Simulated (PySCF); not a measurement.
**Structure from NMR data**

An unknown has the formula C5H14BN. Its calculated NMR data are:

1H NMR (600 MHz, computed): δ 2.72 (m, 1H), 2.49 (m, 1H), 2.27 (s, 3H), 2.06 (m, 1H), 1.85 (br s, 1H), 1.81 (br, 3H), 1.71 (m, 1H), 1.57 (m, 1H), 1.54 (m, 1H), 1.38 (m, 1H).

13C{1H} NMR (computed): δ 59.1 (CH), 39.3 (CH3), 32.6 (CH2), 30.2 (CH2), 14.4 (CH2).

Method: geometry: PBE0-D3(BJ)/def2-SVP, shielding tensors at PBE0/pcSseg-1 (GIAO), spin–spin couplings from B3LYP/pcJ-1 (spin–dipole term only in couplings to heteroatoms), in PySCF 2.14.0 with density-fitted response routines (fast rotation and ring inversion assumed for equivalent nuclei, one conformer, isolated molecule, no relativistic terms).

Referencing at the same level of theory: 1H, 13C against TMS.

Problem. Deduce the structure.

Solution. 
5 carbon signals for 5 carbons: no two carbons are equivalent. Carbon types of the structure: 1 × CH, 3 × CH2, 1 × CH3, leaving 4 H on heteroatoms. δC 59.1: sp3 CH bonded to N; deshielded by the electronegative neighbour. δC 39.3: methyl carbon bonded to N; pulled downfield by the heteroatom. δC 32.6, 30.2, 14.4: sp3 CH2 in a ring; aliphatic region, no heteroatom directly attached. δH 2.72: hydrogen on an sp3 CH bonded to N; its carbon carries N, which withdraws density. δH 2.27: hydrogen on a methyl carbon bonded to N; its carbon carries N, which withdraws density. δH 1.85: hydrogen on a donor nitrogen of a Lewis adduct; exchangeable; this is the value without hydrogen bonding to other molecules. δH 1.81: hydrogen on a boron bonded to N.

The compound is `[BH3-][N@H+](C)C1CCC1`.

The data come from this structure; uniqueness wasn't tested.

Exchangeable OH/NH protons stand at their gas-phase positions; hydrogen bonding in a real sample shifts them, mostly to higher δ. Hydrogens on boron are broadened and split by 11B (spin 3/2, 80 %) and 10B (spin 3). Multiplet labels drop couplings under 1 Hz and merge nearly equal ones. Unscaled 3J(H,H) at this level run about 10 % above measured values. Shifts are as computed. Against solution values, carbons near 30 ppm lie about +2 ppm off and those near 130 ppm about +5 ppm. Of 1313 compounds with measured shifts, 239 miss one by over three times the rms of a fit or turn the order of signals round; such compounds aren't used in these exercises. Couplings to exchangeable protons are dropped. 3J across rotatable bonds or in flexible rings reflects this conformer alone.
